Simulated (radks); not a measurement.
Values are calculated unless marked as measured or tabulated.
The gold ion Au45+, configuration [Ar] 3d10 4s2 4p4.

Level of theory: scalar-relativistic Kohn-Sham, r2SCAN, spin-polarised, spherical densities, finite nucleus; open shells are filled with parallel spins first (spin-orbit coupling, left out, can overturn this in heavy ions); meta-GGA in the generalised Kohn-Sham scheme; Fermi nuclear charge, rms radius 5.4371 fm (a radial shooting solver on a logarithmic mesh with Libxc functionals).

Energy parts (eV):
| part | energy |
|---|---|
| total | -479624.08 |
| kinetic | 540691.34 |
| electron-nucleus | -1109099.52 |
| Hartree | 96251.78 |
| exchange-correlation | -7467.68 |

Orbitals (lengths in bohr, moments of r in powers of bohr; r(max) is where P^2 peaks):
orbital  occ.  eigenvalue (eV)   r(max)
1s up       1        -83100.02  0.01042
1s down     1        -83096.51  0.01042
2s up       1        -16532.01  0.06012
2s down     1        -16531.22  0.06013
2p up       3        -14599.24  0.04977
2p down     3        -14597.02  0.04978
3s up       1        -5533.825   0.1683
3s down     1        -5531.980   0.1683
3p up       3        -4967.362   0.1673
3p down     3        -4964.925   0.1673
3d up       5        -4379.706   0.1360
3d down     5        -4377.147   0.1360
4s up       1        -2616.716   0.3583
4s down     1        -2603.563   0.3582
4p up       3        -2403.558   0.3695
4p down     1        -2390.673   0.3693
4d up       0        -2169.307   0.3620
4d down     0        -2157.393   0.3616
5s up       0        -1500.667   0.6321
5s down     0        -1492.694   0.6353

The highest occupied level is 4p down at -2390.7 eV. The spin density at the nucleus is 4.13 e/bohr^3 (1s -53.22, 2s 21.99, 3s 34.59, 4s 0.77). The electron density at the nucleus is 2.305e+06 e/bohr^3 (large components only). Spin moment in Bohr magnetons: 2. The density falls to 0.001 e/bohr^3 at r = 0.94 bohr. For comparison, the ionisation energy in NIST's Atomic Spectra Database is 2383 eV (theoretical). In exact Kohn-Sham theory the highest level is minus the ionisation energy, but local and semilocal functionals leave it too shallow, through self-interaction and a potential that decays too fast; potentials with the right tail come closer.
